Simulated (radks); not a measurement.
Values are calculated unless marked as measured or tabulated.
Species: Pd II. Configuration: [Kr] 4d9. Code: a radial shooting solver on a logarithmic mesh with Libxc functionals. Model: Dirac Kohn-Sham, BP86, spin-unpolarised, spherical densities, finite nucleus; open shells fill j = l - 1/2 first; Fermi nuclear charge, rms radius 4.5318 fm. Some entries of the table are withheld. Estimate them.

orbital,occ.,eigenvalue (Ry),<r^2> (bohr^2),r(max) (bohr)
1s1/2,2,-1776.307,0.001371,0.02065
2s1/2,2,-259.9956,0.02250,0.1169
2p1/2,2,-241.2316,0.01685,0.09050
2p3/2,4,-229.5105,0.01818,0.09467
3s1/2,2,-47.56581,0.1646,(1)
3p1/2,2,-40.15903,0.1603,(2)
3p3/2,4,-38.11644,0.1696,(3)
3d3/2,4,-24.99916,0.1510,(4)
3d5/2,6,-24.59195,0.1539,(5)
4s1/2,2,-7.10975,1.013,0.8510
4p1/2,2,-4.82150,1.191,0.8925
4p3/2,4,-4.49328,1.267,0.9175
4d3/2,4,-1.10281,2.566,1.082
4d5/2,5,-1.06755,2.647,1.094

Answer. 
(1) 3s1/2 r(max) (bohr): 0.3420
(2) 3p1/2 r(max) (bohr): 0.3285
(3) 3p3/2 r(max) (bohr): 0.3383
(4) 3d3/2 r(max) (bohr): 0.2807
(5) 3d5/2 r(max) (bohr): 0.2835
